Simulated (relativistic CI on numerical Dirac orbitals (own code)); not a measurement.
Sn XII: sensitivity of the levels to the model

Base calculation: Dirac-Coulomb-Breit CI, separate exchange-only KLI orbitals for each configuration, model QED (radiative potential, 1s self-energy scaled to tabulated hydrogen-like ionisation energies), unscaled Slater integrals.

CI space (outside the closed core [Ar] 3d10): 4s2 4p6 4d3, 4s2 4p5 4d4, 4s2 4p6 4d2 4f, 4s2 4p6 4d2 5s, 4s 4p6 4d4, 4s2 4p6 4d2 5p, 4s2 4p6 4d 4f 5s, 4s2 4p6 4d2 5d, 4s2 4p6 4d 5s 5p, 4s 4p6 4d3 4f, 4s2 4p6 4d 4f2, 4s2 4p6 4f3, 4s2 4p6 4f2 5s, 4s2 4p6 4f2 5p, 4s2 4p6 4f2 5d, 4s2 4p6 4d 5s2, 4s2 4p6 4f 5s2, 4s2 4p6 5s2 5p, 4s2 4p6 5s2 5d, 4p6 4d5, 4p5 4d6, 4s2 4p6 4d 4f 5p, 4s2 4p6 4f 5s 5p, 4s2 4p6 4f 5p2, 4s2 4p6 4f 5p 5d, 4s2 4p6 4d 5p2, 4s2 4p6 5s 5p2, 4s2 4p6 5p3, 4s2 4p6 5p2 5d. Double excitations out of closed p, d and f shells are left out; levels of such configurations are missing from the list, as are those of other unlisted configurations, and high levels can miss mixing partners. These lack a partner that the ground configuration has and come out too high: 4s 4p6 4d3 4f.

The lowest level and the first level of each name with at least 55 % of one term (blank where a level has no safe partner in the second run):

| Level | Base (cm⁻¹) | Shift (cm⁻¹) |
| --- | --- | --- |
| 4s2 4p6 4d3 4F_3/2 | 0 | 0 |
| 4s2 4p6 4d3 4F_5/2 | 5610 | +156 |
| 4s2 4p6 4d3 4F_7/2 | 11319 | +109 |
| 4s2 4p6 4d3 4F_9/2 | 16497 | -135 |
| 4s2 4p6 4d3 4P_3/2 | 22645 | -1712 |
| 4s2 4p6 4d3 4P_1/2 | 24400 | -1527 |
| 4s2 4p6 4d3 4P_5/2 | 32035 | -1463 |
| 4s2 4p6 4d3 2G_7/2 | 32213 | -1983 |
| 4s2 4p6 4d3 2P_1/2 | 40483 | -2242 |
| 4s2 4p6 4d3 2D_5/2 | 46477 | -2405 |
| 4s2 4p6 4d3 2H_11/2 | 46886 | -3089 |
| 4s2 4p6 4d3 2P_3/2 | 52792 | -2348 |
| 4s2 4p6 4d3 2F_7/2 | 61852 | -4431 |
| 4s2 4p6 4d3 2F_5/2 | 62210 | -4649 |
| 4s2 4p5 4d4 6D°_7/2 | 503973 | +9107 |
| 4s2 4p5 4d4 6D°_5/2 | 504847 | +8851 |
| 4s2 4p5 4d4 6D°_9/2 | 505709 | +9239 |
| 4s2 4p5 4d4 6D°_3/2 | 507906 | +8563 |
| 4s2 4p5 4d4 6D°_1/2 | 513108 | +8768 |
| 4s2 4p5 4d4 6F°_11/2 | 528963 | +6776 |
| 4s2 4p5 4d4 6F°_9/2 | 538842 | +6315 |
| 4s2 4p5 4d4 4D°_1/2 | 543025 | +5406 |

At this charge energies of transitions that change n are usually good to better than 1 %, and those within a shell (Δn = 0) to a few per cent. Terms inside the open d or f shell come out 10 to 20 % too wide with unscaled integrals.

(1) One thing was changed in a second run, which moved the levels as shown. Which?
A. valence Slater integrals scaled by 0.9
B. Breit term removed
C. configuration mixing switched off
D. QED terms removed

Results:

(1) A. Valence Slater integrals scaled by 0.9. Scaling acts on the splittings between terms and on the mixing, and leaves the fine structure of pure LS terms nearly alone; in jj coupling it moves the levels of one term differently.

LS names give the leading component of a level, which can be under half, so a name can repeat, a term be missing and a line seem to break the LS rules.
